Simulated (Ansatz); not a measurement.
Relaxation of C2H10N2Si (15 atoms, charge 0, multiplicity 1), to a largest force component of 0.02 eV/Å in at most 40 steps.

Computed with Ansatz 0.2.0, UKS PBE/STO-3G.

```xyz
15
Properties=species:S:1:pos:R:3
N -0.388 1.711 1.719
C -0.671 0.851 0.583
C 0.273 -0.319 0.636
Si 0.175 -1.582 -0.704
N 0.601 -0.993 -2.224
H -1.071 2.568 1.641
H 0.534 2.141 1.665
H -1.666 0.517 0.618
H -0.543 1.427 -0.311
H 1.340 0.053 0.649
H 0.174 -0.833 1.633
H -1.297 -1.977 -0.824
H 0.902 -2.743 -0.444
H 0.039 -0.148 -2.442
H 1.575 -0.725 -2.167
```

Question: Where does it end, and by what steps?

Answer: The forces met the threshold. Limits of this set-up: minimal basis. After 9 steps the energy has fallen by 0.961 eV; H15 moved furthest, 0.16 Å.

| step | energy less start (eV) | largest force component (eV/Å) | accepted |
| --- | --- | --- | --- |
| 0 | 0.0000 | 4.481 | yes |
| 1 | -0.8608 | 1.043 | yes |
| 2 | -0.9372 | 0.390 | yes |
| 3 | -0.9515 | 0.214 | yes |
| 4 | -0.9550 | 0.173 | yes |
| 5 | -0.9598 | 0.118 | yes |
| 6 | -0.9608 | 0.071 | yes |
| 7 | -0.9612 | 0.021 | yes |
| 8 | -0.9614 | 0.027 | yes |
| 9 | -0.9615 | 0.018 | yes |

```xyz
15
Properties=species:S:1:pos:R:3
N -0.482 1.765 1.831
C -0.618 0.875 0.590
C 0.321 -0.362 0.713
Si 0.124 -1.618 -0.703
N 0.549 -1.023 -2.350
H -1.064 2.631 1.575
H 0.510 2.164 1.735
H -1.681 0.545 0.549
H -0.407 1.417 -0.368
H 1.370 -0.010 0.768
H 0.106 -0.865 1.675
H -1.268 -2.043 -0.754
H 0.990 -2.757 -0.429
H -0.012 -0.131 -2.510
H 1.541 -0.638 -2.292
```

Whether the end is a true minimum wasn't checked by a vibrational analysis.

Run time: 32 s on 1 thread of Intel(R) Xeon(R) Platinum 8488C (Sapphire Rapids), on a shared host, peak memory 0.17 GiB.
